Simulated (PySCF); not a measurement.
Method: PBE-D3(BJ)/def2-TZVP // B3LYP-D3(BJ)/def2-TZVP run with PySCF. Gas-phase values, no solvent. One relaxed conformer stands for a flexible species; it need not be the lowest. 

Reference species (SMILES): `[InH3]` (neutral, multiplicity 1).

```
Quantity     Value
--------  --------
LUMO      -2.65 eV
```

Changed species: `[OH][InH2]` (1 of 3 H replaced by OH; the reference has 0 of 3 H replaced by OH).

Predict the effect on the LUMO.

the LUMO rises by 0.45 eV, to -2.20 eV.
